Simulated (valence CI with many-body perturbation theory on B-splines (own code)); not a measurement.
## E1 line list for Ho LV

Calculated by valence CI with perturbative core correlation (CI+MBPT): three valence electrons over a frozen Dirac-Fock core [Ne], a basis of 11 s, 11 p, 10 d, 8 f, 5 g, 2 h functions for each j, with the one-electron correlation potential Σ1, the two-electron term Σ2, the three-electron term Σ3, Breit, model QED; selected CI, second order for the rest, scaled by the run's own slope (own B-spline code, finite nucleus).

The last digits are not significant, and no measured levels were compared; by estimate large intervals hold to a few tenths of a per cent, small ones and those within an open d or f shell to about a per cent.

Lines 51 to 100 of 588 in falling wavelength, among levels below 2569.7 eV, chosen from the strongest by gf and those to the six lowest levels. Wavelengths and rates use the calculated energies. Electric multipoles are in the length gauge, E1 and E2 with the static RPA response of the core. Weak lines are less certain than strong ones. Lines between different terms over intervals too small for the method are left out, as are lines whose strength nearly cancels. The highest levels of a list are the least certain.

Levels are named by their leading jj configuration (3d3/2^4 stands for four electrons in 3d with j = 3/2), which in mixed levels can hold well under half, so a name can repeat and another be missing. Letters in brackets count levels of one name in rising energy.

```csv
λ vac (Å),Upper,Lower,A (s⁻¹),log gf,Branch %
73.23,(3p1/2 3p3/2 3d3/2) J=5/2 [a],(3p1/2 3p3/2^2) J=5/2,2.00e+10,-1.02,4.0
73.21,(3p1/2 3p3/2 3d5/2) J=9/2,(3s 3p3/2 3d5/2) J=9/2,3.17e+10,-0.59,7.6
71.65,(3p1/2^2 3d3/2) J=3/2,(3s 3p1/2 3d3/2) J=3/2 [a],3.26e+10,-1.00,25.6
71.11,(3s 3p1/2 3d3/2) J=3/2 [a],(3s 3p1/2 3p3/2) J=5/2,2.00e+10,-1.22,13.8
70.27,(3p1/2^2 3p3/2) J=3/2,(3s 3p1/2 3p3/2) J=3/2 [a],1.72e+10,-1.29,6.7
68.29,(3d3/2^2 3d5/2) J=9/2,(3p3/2 3d3/2 3d5/2) J=7/2 [c],1.48e+10,-0.99,1.0
66.76,(3s 3p1/2 3d3/2) J=5/2,(3s 3p1/2 3p3/2) J=5/2,8.96e+09,-1.44,43.7
65.46,(3s 3p1/2 3d3/2) J=1/2,(3s 3p1/2 3p3/2) J=3/2 [b],1.24e+08,-3.80,0.0
63.97,(3s 3p1/2 3d3/2) J=3/2 [b],(3s 3p1/2 3p3/2) J=3/2 [b],5.14e+09,-1.90,0.4
63.72,(3p1/2 3d3/2 3d5/2) J=9/2,(3p1/2 3p3/2 3d5/2) J=9/2,3.05e+10,-0.73,15.8
61.56,(3s 3p1/2 3d3/2) J=5/2,(3s 3p1/2 3p3/2) J=3/2 [a],2.28e+08,-3.11,1.1
61.42,(3d3/2 3d5/2^2) J=11/2,(3p3/2 3d5/2^2) J=9/2,2.95e+10,-0.70,3.4
60.76,(3p3/2 3d5/2^2) J=5/2 [a],(3p3/2^2 3d5/2) J=3/2,3.77e+10,-0.90,3.2
60.38,(3s^2 3d3/2) J=3/2,(3s^2 3p3/2) J=3/2,2.30e+08,-3.30,0.0
58.15,(3s 3p1/2 3d3/2) J=3/2 [b],(3s 3p1/2 3p3/2) J=5/2,6.35e+08,-2.89,0.0
57.98,(3d3/2^2 3d5/2) J=9/2,(3p3/2 3d3/2 3d5/2) J=9/2 [a],2.21e+10,-0.95,1.5
57.71,(3d3/2 3d5/2^2) J=11/2,(3p3/2 3d5/2^2) J=11/2,4.10e+10,-0.61,4.8
57.47,(3d3/2 3d5/2^2) J=7/2 [b],(3p3/2 3d5/2^2) J=7/2 [a],3.04e+10,-0.92,2.9
57.35,(3p3/2 3d5/2^2) J=7/2 [a],(3p3/2^2 3d5/2) J=5/2 [a],2.71e+10,-0.97,2.9
57.33,(3d5/2^3) J=3/2,(3p3/2 3d5/2^2) J=3/2 [b],1.19e+11,-0.63,18.3
57.12,(3d5/2^3) J=9/2,(3p3/2 3d5/2^2) J=7/2 [b],2.18e+11,0.03,43.2
56.74,(3s 3p1/2 3d5/2) J=5/2 [a],(3s 3p1/2 3p3/2) J=3/2 [b],1.64e+09,-2.32,0.9
56.67,(3s 3d5/2^2) J=5/2,(3s 3p3/2 3d5/2) J=3/2 [b],4.03e+10,-0.93,7.5
56.20,(3d3/2 3d5/2^2) J=7/2 [a],(3p3/2 3d3/2 3d5/2) J=5/2 [c],5.59e+10,-0.67,4.9
55.63,(3s 3d5/2^2) J=7/2,(3s 3p3/2 3d5/2) J=5/2 [b],1.98e+11,-0.13,40.5
55.37,(3d3/2 3d5/2^2) J=5/2 [a],(3p3/2 3d3/2 3d5/2) J=3/2 [c],8.46e+10,-0.63,6.5
55.24,(3s 3p1/2 3d3/2) J=1/2,(3s 3p1/2 3p3/2) J=3/2 [a],4.75e+09,-2.36,0.4
55.16,(3s 3d5/2^2) J=9/2,(3s 3p3/2 3d5/2) J=7/2 [b],6.50e+10,-0.53,14.3
55.03,(3p1/2 3d3/2 3d5/2) J=7/2 [b],(3p1/2 3p3/2 3d5/2) J=7/2 [a],2.62e+10,-1.02,2.5
54.73,(3d5/2^3) J=5/2,(3p3/2 3d5/2^2) J=3/2 [b],1.81e+11,-0.31,27.3
54.47,(3d3/2 3d5/2^2) J=9/2,(3p3/2 3d3/2 3d5/2) J=7/2 [c],1.72e+11,-0.12,16.8
54.17,(3s 3p1/2 3d3/2) J=3/2 [b],(3s 3p1/2 3p3/2) J=3/2 [a],4.84e+09,-2.07,0.3
54.16,(3p1/2 3d5/2^2) J=5/2,(3p1/2 3p3/2 3d5/2) J=3/2 [b],4.62e+10,-0.91,13.5
54.07,(3s 3d3/2 3d5/2) J=5/2 [b],(3s 3p3/2 3d3/2) J=5/2 [b],3.55e+10,-1.03,2.3
54.04,(3d3/2 3d5/2^2) J=11/2,(3p3/2 3d3/2 3d5/2) J=9/2 [b],2.33e+11,0.09,27.1
54.04,(3s 3d3/2 3d5/2) J=7/2 [b],(3s 3p3/2 3d3/2) J=5/2 [b],1.26e+11,-0.36,13.2
53.97,(3p1/2 3d5/2^2) J=3/2,(3p1/2 3p3/2 3d5/2) J=1/2,6.03e+10,-0.98,14.3
53.96,(3d3/2 3d5/2^2) J=7/2 [b],(3p3/2 3d3/2 3d5/2) J=5/2 [d],1.08e+11,-0.42,10.2
53.95,(3p1/2 3d5/2^2) J=7/2,(3p1/2 3p3/2 3d5/2) J=5/2 [b],2.18e+11,-0.12,55.9
53.90,(3p3/2 3d3/2 3d5/2) J=7/2 [b],(3p3/2^2 3d3/2) J=7/2,6.09e+10,-0.67,4.0
53.64,(3d3/2 3d5/2^2) J=5/2 [b],(3p3/2 3d3/2 3d5/2) J=3/2 [c],7.61e+10,-0.71,6.9
53.61,(3d5/2^3) J=3/2,(3p3/2 3d5/2^2) J=5/2 [b],5.98e+10,-0.99,9.2
53.58,(3s 3d5/2^2) J=3/2,(3s 3p3/2 3d5/2) J=3/2 [b],7.62e+10,-0.88,12.1
53.43,(3d5/2^3) J=3/2,(3p3/2 3d5/2^2) J=3/2 [a],6.06e+10,-0.98,9.3
53.28,(3p3/2 3d5/2^2) J=7/2 [b],(3p3/2^2 3d5/2) J=5/2 [b],3.90e+11,0.12,30.7
53.17,(3p3/2 3d5/2^2) J=11/2,(3p3/2^2 3d5/2) J=9/2,1.30e+11,-0.18,16.9
53.15,(3p1/2 3p3/2 3d5/2) J=3/2 [a],(3p1/2 3p3/2^2) J=3/2,6.17e+10,-0.98,7.6
53.00,(3d3/2 3d5/2^2) J=5/2 [a],(3p3/2 3d3/2 3d5/2) J=3/2 [b],1.28e+11,-0.49,9.9
52.67,(3s 3p1/2 3d5/2) J=3/2,(3s 3p1/2 3p3/2) J=1/2,1.16e+11,-0.71,25.7
52.64,(3p1/2 3d5/2^2) J=9/2,(3p1/2 3p3/2 3d5/2) J=7/2 [b],1.46e+11,-0.22,56.0
```

How does gf follow from A for the line at 63.97 Å?

gf = 1.4992 × (2J+1)_upper × A / σ², with σ = 1563334 cm⁻¹ and 2J+1 = 4: gf = 0.0126.
